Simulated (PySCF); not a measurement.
trans-Ti(H2O)2Br4 (singlet state).
Cartesian coordinates in Å at the PBE0-D3(BJ)/def2-SVP level; atoms count from 1:
```
atom  x, y, z in Å
Ti1   -0.063    0.004    0.001
O2     0.195    0.274    2.046
H3    -0.529    0.557    2.621
H4     1.021    0.092    2.513
O5    -0.236   -0.247   -2.074
H6    -0.251   -1.143   -2.439
H7     0.201    0.388   -2.659
Br8    2.276   -0.664    0.212
Br9   -2.287    0.738    0.632
Br10   0.569    2.226   -0.747
Br11  -0.797   -2.310   -0.076
```

Level of theory: TDDFT wB97X-D/def2-SVPD, vertical, gas phase, core orbitals frozen in the response (PySCF 2.14.0, density-fitted response routines). The geometry optimisation had not met its thresholds, so the values belong to a structure short of the stationary point. The wB97X-D/def2-SVPD calculation is non-relativistic and has no spin–orbit coupling, an omission that weighs most on bromine.

Transition dipole moments from the ground state, in atomic units and in the frame of the coordinates above (overall signs are arbitrary), for the states with f of 0.002 or more among the lowest 12:

```
state  E (hartree)      μx      μy      μz
   S3       0.0982  -0.034  -0.034  -0.217
   S8       0.1078  -0.248   0.379  -0.010
   S9       0.1086   0.354   0.251  -0.082
  S11       0.1249  -0.594   0.159   0.061
  S12       0.1260   0.159   0.601  -0.084
```

Question: Work out the oscillator strengths.

Answer: f = (2/3) ΔE |μ|² with ΔE in hartree (27.2114 eV).

```json
{"state": "S3", "|μ|² (au)": "0.049", "|μ| (D)": "0.56", "f": "0.003"}
{"state": "S8", "|μ|² (au)": "0.205", "|μ| (D)": "1.15", "f": "0.015"}
{"state": "S9", "|μ|² (au)": "0.195", "|μ| (D)": "1.12", "f": "0.014"}
{"state": "S11", "|μ|² (au)": "0.382", "|μ| (D)": "1.57", "f": "0.032"}
{"state": "S12", "|μ|² (au)": "0.394", "|μ| (D)": "1.59", "f": "0.033"}
```

Question: Which bond between heavy atoms lies closest to the direction of the S12 transition dipole?

Answer: Ti1–Br11 and Ti1–Br10, at 10° from it; next Ti1–Br8, Ti1–O2 and Ti1–Br9 at 88°.

Question: What angle do the transition dipoles of S11 and S12 make?

Answer: |cos θ| = |μa·μb| / (|μa| |μb|) = 0.01, so θ ≈ 89° (taken between 0 and 90°, since the signs are arbitrary).

Time: 5.7 min of wall time (grids of density and orbitals included); peak memory 1.6 GiB. Hardware: an Arm Neoverse N1 with one thread, no GPU, shared host with 64 logical CPUs at a one-minute load of 61.
